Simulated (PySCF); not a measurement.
CH3F2In, SMILES [CH3][In]([F])[F], B3LYP/def2-SVP optimised geometry.

```
7

In    -0.67     0.01     0.00
F     -1.84     1.58     0.00
F     -1.82    -1.58     0.00
C      1.48     0.01     0.00
H      1.83    -0.58    -0.86
H      1.83    -0.46     0.93
H      1.84     1.04    -0.07
```

Density from B3LYP/def2-TZVP, def2 effective core potentials past Kr run with PySCF at that geometry. The core electrons that the potentials of In replace are not part of the density.

Minimum of the electron density along straight lines between bonded atoms, close to the bond critical point (lines longer than 1.1 times the sum of covalent radii, or with two minima, are not listed):

```csv
bond,length / Å,ρ at the minimum / e bohr⁻³,∇²ρ there / e bohr⁻⁵,position (fraction from the first atom)
In1–F2,1.965,0.108,0.57,0.52
In1–F3,1.964,0.109,0.57,0.52
In1–C4,2.149,0.098,0.13,0.52
C4–H5,1.098,0.272,-0.91,0.65
C4–H6,1.098,0.272,-0.91,0.65
C4–H7,1.097,0.274,-0.92,0.65
```
